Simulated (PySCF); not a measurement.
Compound: C3H7ClO2Si.
Bonds: C1–C2, C2–O3 (double), C2–O4, O4–Si5, Si5–C6, C6–Cl7. Hydrogens: H8, H9, H10 on C1; H11, H12 on Si5; H13, H14 on C6.

Computed geometry: GFN2-xTB, gas phase.

Problem. What internal coordinates does the optimisation give?

Solution. 
| bond | length (bohr) | order |
| --- | --- | --- |
| C1–C2 | 2.837 | single |
| C2=O3 | 2.268 | double |
| C2–O4 | 2.518 | single |
| O4–Si5 | 3.127 | single |
| Si5–C6 | 3.600 | single |
| C6–Cl7 | 3.368 | single |
| C1–H8, C1–H9, C1–H10 | 2.054 | single |
| Si5–H11, Si5–H12 | 2.754 | single |
| C6–H13, C6–H14 | 2.053 | single |

Bonds in one row agree within 0.02 bohr and their mean is given. Orders are formal, as drawn. A selection of angles:
| angle | degrees |
| --- | --- |
| C2–C1–H8 | 109.4 |
| C2–C1–H9 | 110.5 |
| H8–C1–H9 | 110.6 |
| H8–C1–H10 | 107.8 |
| H9–C1–H10 | 109.7 |
| C1–C2–O3 | 125.3 |
| C1–C2–O4 | 113.1 |
| O3–C2–O4 | 121.6 |
| C2–O4–Si5 | 121.2 |
| O4–Si5–C6 | 101.3 |
| O4–Si5–H11 | 110.0 |
| C6–Si5–H11 | 110.5 |
| C6–Si5–H12 | 110.1 |
| H11–Si5–H12 | 114.3 |
| Si5–C6–Cl7 | 108.9 |
| Si5–C6–H13 | 114.0 |
| Si5–C6–H14 | 111.5 |
| Cl7–C6–H13 | 106.7 |
| H13–C6–H14 | 108.7 |

Torsions: C1–C2–O4–Si5 -178° (antiperiplanar); C2–O4–Si5–C6 179° (antiperiplanar); O4–Si5–C6–Cl7 -68° (synclinal). The mirror-image conformer, all signs reversed, is as good.

The C–O distances run from 1.200 Å (C2=O3, drawn double) to 1.332 Å (C2–O4, drawn single), a spread of 0.132 Å. O4 (oxygen singly bound to a carbonyl carbon) is bent (angle 121.2°). Si5 (oxygen-bound silicon) is distorted tetrahedral (angles from 101.3° to 114.3°).

Point group: C1 (no symmetry element, even within 0.4 Å). GFN2-xTB frequencies: not computed here. One conformer, not necessarily the lowest.
